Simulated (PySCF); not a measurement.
Gas-phase XPS of 1-ethyl-4-fluorobenzene, computed

1-ethyl-4-fluorobenzene, C8H9F.
SMILES with atom numbers: `[CH3:1][CH2:2][c:3]1[cH:4][cH:5][c:6]([F:7])[cH:8][cH:9]1`

The calculation used delta-SCF UKS SCAN, pcX-2 on the ionised atom, pcseg-1 elsewhere, spin-free X2C in PySCF. These are vertical core ionisation energies against the vacuum level, from separate self-consistent calculations with and without the core hole.

**Question.** What binding energy does each computed site have?

**Answer.** 
```json
{"atom(s)": "C3", "bonded to": "2 C (aromatic in the SMILES) and C", "level": "C 1s", "binding energy (eV)": "290.29", "above the level's lowest (eV)": "0.00", "count": "1"}
{"atom(s)": "C4/C9", "bonded to": "2 C (aromatic in the SMILES) and H", "level": "C 1s", "binding energy (eV)": "290.31", "above the level's lowest (eV)": "+0.02", "count": "2"}
{"atom(s)": "C5/C8", "bonded to": "2 C (aromatic in the SMILES) and H", "level": "C 1s", "binding energy (eV)": "290.37", "above the level's lowest (eV)": "+0.08", "count": "2"}
{"atom(s)": "C1", "bonded to": "C and 3 H", "level": "C 1s", "binding energy (eV)": "290.58", "above the level's lowest (eV)": "+0.29", "count": "1"}
{"atom(s)": "C2", "bonded to": "2 C and 2 H", "level": "C 1s", "binding energy (eV)": "290.75", "above the level's lowest (eV)": "+0.46", "count": "1"}
{"atom(s)": "C6", "bonded to": "F and 2 C (aromatic in the SMILES)", "level": "C 1s", "binding energy (eV)": "292.43", "above the level's lowest (eV)": "+2.14", "count": "1"}
```

The listed C 1s values span 2.14 eV, from C3 (bonded to 2 C (aromatic in the SMILES) and C) to C6 (bonded to F and 2 C (aromatic in the SMILES)). Summing the Pauling electronegativity differences to the bonded atoms, each weighted by its formal bond order, gives 0.00 for the lowest site and +1.43 for the highest; no listed site has a larger sum than the highest. The smallest sum, -1.05, belongs to C1, 0.29 eV above the lowest. The values 290.29 and 290.31 eV lie too close for their order to be trusted.

**Question.** What is the C 1s shift of C4/C9 against C6?

**Answer.** 290.31 − 292.43 = -2.12 eV, or -205 kJ/mol.

**Question.** Express the binding energy of C 1s of C2 in atomic units and per mole.

**Answer.** 290.75 eV = 10.6849 Eh = 28053 kJ/mol.

The first atom of each set that the bonding makes equivalent was ionised and stands for the set. Not every level is listed. No level of fluorine is listed. One conformer (not necessarily the lowest) at the PBE0-D3(BJ)/def2-SVP geometry, without solvent, vibrations or thermal averaging.

The run took 4.2 min of wall time on Arm Neoverse V1, one thread, on a shared host.

Shape of the structure used: `[CH3:1][CH2:2][c:3]1[cH:4][cH:5][c:6]([F:7])[cH:8][cH:9]1`: C1–C2–C3–C4 89°.
